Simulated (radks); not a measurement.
Species: Eu2+. Configuration: [Xe] 4f7. Method: scalar-relativistic Kohn-Sham, Wu-Cohen GGA, spin-polarised, spherical densities, finite nucleus; open shells are filled with parallel spins first (spin-orbit coupling, left out, can overturn this in heavy ions); Fermi nuclear charge, rms radius 5.1115 fm; computed with a radial shooting solver on a logarithmic mesh with Libxc functionals.

Local quantities along the radius. ELF = 1/(1 + alpha^2) is the electron localisation function; alpha = (tau - tau_W)/tau_unif compares the Pauli kinetic energy density with that of the uniform gas (summed over spins); s = |grad rho|/(2 (3 pi^2)^(1/3) rho^(4/3)) is the reduced gradient; 4 pi r^2 rho is in e/bohr. tau is taken from the large components.

r (bohr)	ELF	alpha	s	4 pi r^2 rho
0.001054	0.999	0.02398	0.8140	4.216
0.001395	0.999	0.02475	0.7157	6.641
0.001846	0.999	0.02629	0.6439	10.31
0.002443	0.999	0.02894	0.5941	15.73
0.003232	0.999	0.03330	0.5629	23.40
0.004276	0.998	0.04048	0.5483	33.70
0.005658	0.997	0.05267	0.5496	46.54
0.007486	0.994	0.07465	0.5674	60.81
0.009905	0.986	0.1176	0.6028	74.01
0.01311	0.958	0.2096	0.6549	82.46
0.0172	0.855	0.4122	0.7088	83.33
0.02276	0.578	0.8547	0.7136	77.89
0.03012	0.342	1.387	0.5652	74.01
0.03985	0.393	1.243	0.3383	81.98
0.05272	0.640	0.7508	0.2870	100.8
0.06976	0.744	0.5860	0.3872	111.2
0.0923	0.575	0.8596	0.4942	98.35
0.1221	0.338	1.398	0.3753	83.22
0.1616	0.533	0.9356	0.2157	91.99
0.2138	0.745	0.5851	0.3628	94.74
0.2829	0.523	0.9540	0.6059	62.10
0.3743	0.232	1.818	0.3343	39.93
0.4952	0.649	0.7356	0.2041	46.98
0.6553	0.700	0.6551	0.4541	40.21
0.867	0.411	1.197	0.6372	21.44
1.147	0.376	1.288	0.5160	12.46
1.518	0.628	0.7699	0.6169	8.430
2.008	0.587	0.8387	1.075	3.938
2.657	0.228	1.841	2.160	1.016
3.516	0.017	7.507	4.962	0.1371
4.652	0.000	53.57	13.86	0.009207

On this mesh the ELF has minima near r = 0.035, 0.12, 0.37, 0.99 bohr, which separate the shells, and maxima near 0.070 (0.74), 0.21 (0.74), 0.57 (0.73), 1.7 (0.65).
